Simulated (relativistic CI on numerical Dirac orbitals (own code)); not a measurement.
## Transition arrays of Sr XII

Method of calculation: Dirac-Coulomb-Breit CI, KLI orbitals optimised for each configuration, a model potential for QED, valence Slater integrals scaled by 0.9, whole transition arrays (own radial code, finite nucleus).

CI space (outside the closed core [Ne] 3s2): 3p6 3d9, 3p6 3d8 4f, 3p5 3d10, 3p6 3d8 4p, 3p6 3d8 5f. Levels of other configurations are missing.

All E1 lines from the levels of 3p6 3d9; mean and standard deviation are weighted by gf, and upper levels are sorted by their leading configuration.

| Upper configuration | Lines | Σgf | Mean (eV) | Mean (nm) | σ (eV) | Strongest line (nm) |
| --- | --- | --- | --- | --- | --- | --- |
| 3p6 3d8 4f | 81 | 29.7 | 243.19 | 5.098 | 2.82 | 5.071 |
| 3p5 3d10 | 3 | 2.6 | 140.39 | 8.831 | 4.31 | 9.020 |
| 3p6 3d8 4p | 60 | 5.0 | 165.98 | 7.470 | 2.51 | 7.392 |
| 3p6 3d8 5f | 81 | 20.5 | 287.92 | 4.306 | 3.03 | 4.280 |

Σgf per state of the lower configuration in bins of 0.1 nm over the central range (centre: value): 4.15: 0.06, 4.25: 1.30, 4.35: 0.60, 4.45: 0.08, 4.95: 0.11, 5.05: 2.04, 5.15: 0.56, 5.25: 0.26, 7.35: 0.12, 7.45: 0.14, 7.55: 0.15, 7.65: 0.07, 8.45: 0.09.

Task: How do configuration mixing and the scaling of the Slater integrals move the arrays?

Result: Slater scale 0.9, no configuration mixing: 3p6 3d8 4f 243.5 ± 2.8 eV (Σgf 33.5), 3p5 3d10 141.4 ± 4.4 eV (Σgf 3.0), 3p6 3d8 4p 166.1 ± 2.6 eV (Σgf 5.1), 3p6 3d8 5f 287.6 ± 3.1 eV (Σgf 15.3); Slater scale 1: 3p6 3d8 4f 243.7 ± 3.1 eV (Σgf 29.8), 3p5 3d10 140.2 ± 4.3 eV (Σgf 2.6), 3p6 3d8 4p 166.1 ± 2.8 eV (Σgf 5.0), 3p6 3d8 5f 288.2 ± 3.3 eV (Σgf 20.6); Slater scale 0.8: 3p6 3d8 4f 242.7 ± 2.5 eV (Σgf 29.6), 3p5 3d10 140.6 ± 4.3 eV (Σgf 2.7), 3p6 3d8 4p 165.9 ± 2.2 eV (Σgf 5.0), 3p6 3d8 5f 287.6 ± 2.7 eV (Σgf 20.4). With mixing, levels are counted to their leading configuration, so an array can shrink or vanish into another, and the sums then hold other lines.
